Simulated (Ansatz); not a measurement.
Relaxation of BBr₃ with RKS PBE0-D4/def2-SVP.

```sh
$ ansatz run in.yaml --threads 2 --pin off --events-out ev --progress --plain --max-ram 4352MiB
```

```yaml
crystal:
  periodic: [false, false, false]
  atoms:
    - {symbol: B, position_ang: [0.001000, -0.000300, 0.012300]}
    - {symbol: Br, position_ang: [1.879180, -0.026750, 0.010080]}
    - {symbol: Br, position_ang: [-0.915980, 1.638650, -0.019860]}
    - {symbol: Br, position_ang: [-0.964200, -1.611590, -0.002520]}
basis:
  gaussian: {orbitals: def2-SVP}
hamiltonian: {xc: pbe0, dispersion: d4}
scf: {lower_state_search: "off"}
output: {orbitals: {seedname: orbitals}}
relax: {f_tol: 0.02, max_steps: 100}
```

Run time 8 s (2 threads of Intel Xeon Platinum 8488C on a shared host).

Positions (Å) and forces (eV/Å) at steps 1, 2, 3 of 3:

```xyz
4
step=1 energy=-210767.1646 eV
B     0.001    0.000    0.012   -0.006    0.002   -0.086
Br    1.879   -0.027    0.010    0.509   -0.011    0.032
Br   -0.916    1.639   -0.020   -0.247    0.459    0.024
Br   -0.964   -1.612   -0.003   -0.256   -0.450    0.029
4
step=2 energy=-210767.1788 eV
B     0.000    0.000   -0.017   -0.002    0.001    0.124
Br    1.893   -0.028    0.020    0.111    0.000   -0.041
Br   -0.923    1.655   -0.010   -0.052    0.087   -0.042
Br   -0.970   -1.627    0.007   -0.057   -0.088   -0.041
4
step=3 energy=-210767.1809 eV
B     0.000    0.000    0.001    0.001    0.000   -0.011
Br    1.899   -0.028    0.014   -0.010    0.000    0.004
Br   -0.925    1.658   -0.016    0.004   -0.008    0.004
Br   -0.973   -1.631    0.001    0.005    0.008    0.004
```
